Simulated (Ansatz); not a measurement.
The first iterations of a band of BFH4SSi (8 atoms, charge 0, multiplicity 1).

Computed with RKS PBE0/def2-SVP in Ansatz 0.2.0.

```
movable images  : 9
climbing image  : yes
spring          : 5.0 eV/Å²
optimiser       : quadratic models (default)
start path      : through a guess of the saddle point
force threshold : 0.05 eV/Å
iteration limit : 60
end points      : relaxed
```

First end point:

```xyz
8
Properties=species:S:1:pos:R:3
B 0.248 1.672 -0.384
S 0.639 0.640 1.014
Si -0.185 -1.235 0.338
F 0.721 -2.418 0.977
H -0.291 1.234 -1.371
H 0.548 2.833 -0.284
H -1.568 -1.409 0.852
H -0.112 -1.317 -1.142
```

Last end point:

```xyz
8
Properties=species:S:1:pos:R:3
B 0.157 1.708 -0.076
S 1.091 0.348 -0.761
Si -0.072 -1.307 -0.030
F 0.266 -1.567 1.534
H -0.851 1.523 0.560
H 0.588 2.813 -0.287
H -1.521 -1.009 -0.140
H 0.341 -2.508 -0.800
```

| iteration | highest image above the first end (eV) | largest band force component (eV/Å) |
| --- | --- | --- |
| 1 | 0.979 | 5.915 |
| 2 | 0.173 | 1.811 |

Task: Does the band converge within its limit, and where does its top end?

Result: The forces met the threshold. It ended after 7 iterations with the highest image 0.000 eV above the first end. The highest image is an end point: on this band no image between the ends rises above it. Between wells the path still climbs a hump at image 5, 0.01 eV above the well before it.

Time of the run: 2.9 min on 1 thread of Intel(R) Xeon(R) Platinum 8375C CPU @ 2.90GHz (Ice Lake), with other jobs on the host, peak memory 0.27 GiB.
